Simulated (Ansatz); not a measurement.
Basis-set extrapolation for CH9NO2Si2, SMILES `C[Si](N)(O)O[SiH3]` (PBE0-D4/def2-TZVP geometry, frozen core, Ansatz). Multiplicity 1, RHF reference.

```csv
,def2-TZVPP,def2-QZVPP
HF,-825.497818,-825.529387
MP2 correlation,-1.110460,-1.195368
CCSD(T) correlation,-1.201636,not run
```

Energies in hartree. Use E(X) = E(∞) + A·exp(−7.88·√X) for Hartree–Fock and E(X) = E(∞) + B·X^(−2.97) for correlation, with X = 3 and 4, and add CCSD(T) minus MP2 of the smaller set to the MP2 limit.

Q: What is the CCSD(T) energy at the basis-set limit?

A: HF limit: -825.529387 + (-0.031569) × 0.13774 = -825.53374. MP2 limit: -1.195368 + (-0.084908) × 0.74074 = -1.25826. Higher-order term: -1.201636 − (-1.110460) = -0.09118. Total: -826.88318 hartree, 115.3 kcal/mol below CCSD(T)/def2-TZVPP.
